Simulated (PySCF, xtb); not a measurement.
C5H7FO, SMILES CO[C@@]1(F)CC=C1. The values are those of a single conformer.

Harmonic wavenumbers (cm⁻¹) from GFN2-xTB run with xtb at its own minimum, in rising order: 59, 145, 177, 281, 319, 427, 475, 517, 663, 784, 830, 896, 905, 1005, 1021, 1027, 1036, 1081, 1126, 1130, 1154, 1188, 1223, 1280, 1401, 1439, 1464, 1479, 1652, 2927, 2948, 3003, 3016, 3034, 3127, 3147.

What does B3LYP-D3(BJ)/def2-SVP (PySCF 2.14.0) give at its own minimum? (The exact figures need the calculation; the answer reports its results.)

94, 168, 199, 306, 342, 459, 475, 530, 669, 760, 861, 922, 968, 971, 1045, 1072, 1077, 1132, 1177, 1184, 1215, 1236, 1273, 1334, 1447, 1466, 1471, 1489, 1647, 2996, 3049, 3061, 3110, 3136, 3188, 3218. Paired by order, the mean absolute difference is 41 cm⁻¹ and the zero-point energies are 67.7 and 69.7 kcal/mol.
